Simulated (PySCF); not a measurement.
Lu⁶⁸⁺: ionisation energy

Lu⁶⁸⁺ [He] 2s1 [2s1/2^1, M_J = 1/2] → Lu⁶⁹⁺ 1s2, as a difference of total energies. All numbers are calculated (PySCF 2.14, the two-component X2C-1e Hamiltonian, in an uncontracted even-tempered set (16 s from 54 bohr⁻², ratio 2.4; 13 p from 70 bohr⁻², ratio 2.4; 5 d from 220 bohr⁻², ratio 2.6; 4 f from 320 bohr⁻², ratio 2.6)). Correlated levels: nothing frozen; the 28 highest virtual spinors dropped. "Screened" scales the spin-orbit matrix elements by Boettger's factors to mimic the two-electron term; Breit and QED terms are absent.

| method | ionisation energy (eV) | difference from reference (eV) |
| --- | --- | --- |
| GHF (screened spin-orbit) | 17950.7 | +22.7 |
| GMP2 (screened spin-orbit) | 17950.9 | +22.9 |

Reference: 17928.05 ± 0.16 eV (theoretical estimate listed by NIST; NIST Atomic Spectra Database, ionization energies).

For this ion Breit and QED terms and the two-electron picture change, all absent here, outweigh the correlation shift from GHF to GMP2.
